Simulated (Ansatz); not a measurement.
A nudged elastic band was laid between two geometries of FH6NSiSn (10 atoms, charge 0, multiplicity 1).

Theory: RKS BHLYP-D4/def2-mTZVP in Ansatz.

```json
{
  "movable images": "9",
  "climbing image": "yes",
  "spring": "5.0 eV/Å²",
  "optimiser": "quadratic models (default)",
  "start path": "through a guess of the saddle point",
  "force threshold": "0.05 eV/Å",
  "iteration limit": "44",
  "end points": "relaxed"
}
```

Image 0:

```xyz
10
Properties=species:S:1:pos:R:3
F -2.156 -0.099 -1.778
Sn -0.697 1.009 -1.155
N 0.637 -0.210 -0.292
Si 0.621 -0.837 1.313
H -0.045 1.684 -2.562
H -1.394 2.024 0.001
H 1.305 -0.609 -0.927
H 0.292 -2.274 1.376
H -0.408 -0.081 2.048
H 1.927 -0.658 1.978
```

Image 10:

```xyz
10
Properties=species:S:1:pos:R:3
F -1.250 -0.005 -2.383
Sn -0.584 0.751 -0.712
N 0.022 -1.063 0.140
Si 0.883 -0.390 1.804
H 0.722 1.669 -1.223
H -1.988 1.302 0.028
H -0.742 -1.693 0.324
H 0.665 -1.569 -0.449
H 0.238 0.997 1.474
H 2.118 -0.050 0.999
```

Which bonds break or form, and what moves?

Bonds broken: Si4–H8. Bonds formed: N3–H8.

What energy profile does the band end with?

The run ended unconverged. The highest image is number 8 of 0 to 10, 295.9 kJ/mol above the first end and 156.4 kJ/mol above the last; the last end lies 139.5 kJ/mol above the first. The band forces met their threshold (the largest was 0.04 eV/Å), but the run stopped with an error, since it found no sound saddle at the top, so its energies are provisional: over the last iterations the top stayed at 3.07 eV. The orbitals stay closed-shell, which can raise the energy where a bond breaks towards radicals; this wasn't checked here.

| image | path coordinate (Å) | energy (kJ/mol) | Si4–H8 (Å) | N3–H8 (Å) |
| --- | --- | --- | --- | --- |
| 0 | 0.00 | 0.0 | 1.48 | 2.68 |
| 1 | 1.03 | 1.6 | 1.48 | 2.68 |
| 2 | 2.07 | 5.3 | 1.47 | 2.65 |
| 3 | 3.10 | 188.9 | 1.52 | 1.94 |
| 4 | 4.13 | 191.9 | 2.13 | 1.02 |
| 5 | 5.16 | 141.2 | 2.55 | 1.01 |
| 6 | 6.20 | 158.9 | 2.52 | 1.01 |
| 7 | 7.23 | 253.7 | 2.88 | 1.00 |
| 8 | 8.26 | 295.9 | 3.15 | 1.00 |
| 9 | 9.62 | 259.6 | 2.87 | 1.00 |
| 10 | 10.98 | 139.5 | 2.55 | 1.01 |

Time of the run: 18 min on 2 threads of Arm Neoverse V1 (shared host), peak memory 0.29 GiB.
